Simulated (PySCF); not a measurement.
Task: Give a PBE0-D3(BJ)/def2-SVP geometry of `[SiH2](C)/N=C\C#C`.

Result: 
```
atom  x, y, z in Å
C1     2.5250    1.4206    0.4129
C2     1.8999    0.4260    0.1086
C3     1.1844   -0.7652   -0.2765
N4     0.0154   -1.0992    0.0824
Si5   -1.1367   -0.2675    1.1194
C6    -2.6569    0.0840    0.0868
H7     3.0666    2.3061    0.6926
H8     1.7512   -1.4282   -0.9592
H9    -0.6121    0.9998    1.7262
H10   -1.4528   -1.2266    2.2193
H11   -3.4733    0.4664    0.7189
H12   -2.4387    0.8370   -0.6857
H13   -3.0011   -0.8343   -0.4119
```

Any rigid rotation of these coordinates is as good. Atoms count from 1 in this order. Of the pairs four or more bonds apart, C2···H9 is among the closest relative to their van der Waals radii: 3.04 Å, 105 % of the sum of Bondi's values. Si5 (SiH2 silicon) is distorted tetrahedral (angles from 105.6° to 114.1°). The C–C distances run from 1.214 Å (C1≡C2, drawn triple) to 1.442 Å (C2–C3, drawn single), a spread of 0.228 Å.

Bonds between heavy atoms (Å): C1≡C2 1.214, C2–C3 1.442, C3=N4 1.268, N4–Si5 1.759, Si5–C6 1.871.

Computed with PBE0-D3(BJ)/def2-SVP geometry optimisation, gas phase (PySCF 2.14.0).

Point group: C1 (no symmetry element, even within 0.4 Å). No frequency check. One conformer, not necessarily the lowest (C3–N4–Si5–C6 119°).
